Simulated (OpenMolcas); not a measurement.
A calculation on Sn2+.

| Item | Value |
| --- | --- |
| Program | OpenMolcas |
| Method | SS-CASPT2, IPEA 0.25 Eh, imaginary shift 0.1 Eh (closed shells correlated: 4d) |
| Basis | ANO-RCC-VTZP [7s6p4d2f1g] |
| Scalar Hamiltonian | DKH2, point nucleus |
| Active space | 2 electrons in 8 orbitals (5s 5p 6s 6p) |
| State averaging | 2S+1 = 3 even, 3 roots; 2S+1 = 1 even, 7 roots; 2S+1 = 3 odd, 3 roots; 2S+1 = 1 odd, 3 roots |
| Spin-orbit coupling | state interaction with AMFI integrals over the reference wave functions, term energies averaged over their components |

(1) Which level of the active space comes out lowest?

(2) How high does 5p² ³P₁ lie?

(3) How high does 5s 5p ³P°₀ lie?

(4) How high does 5s 5p ³P°₁ lie?

(5) The level at 134670 cm⁻¹ has J = 2. What is it made of, and what is its g factor?

Measured values: Moore, Atomic Energy Levels, vol. III, NSRDS-NBS 35 (1971 reprint of NBS Circular 467, 1958).

Results:

(1) 5s² ¹S₀, with 100 % of that term; it is also the measured ground level.

(2) 129680 cm⁻¹ above the lowest level; measured 130120 cm⁻¹ above the ground level, so the calculation is off by 0 %.

(3) 53150 cm⁻¹ above the lowest level; measured 53548 cm⁻¹ above the ground level, so the calculation is off by -1 %.

(4) 54570 cm⁻¹ above the lowest level; measured 55196 cm⁻¹ above the ground level, so the calculation is off by -1 %.

(5) 54 % 5p² ³P₂, 46 % 5p² ¹D; g = 1.271, against 1.501 from Landé's formula for the pure leading term.

CASPT2 breaks the degeneracy within a term, and the mean is taken; among the terms shown or strongly mixed into the levels shown the widest spread is 82 cm-1 (5p² ¹D). Over all roots computed the reference weight is 0.87 to 0.94; the roots of lowest weight are the least certain, and an intruder state may touch them. The run also gave levels led by 5s 6s, which use shells meant for correlation; these and all levels above them are left out. The ¹D term of p² mixes with s d, which this space lacks. Computed and measured levels are paired by configuration, term and J; levels that our copy of the source lacks, or whose pairing is in doubt (as where it misses far off the trend of its configuration), stay unpaired and out of the deviations. Only configurations of the active space appear.

° marks odd parity.
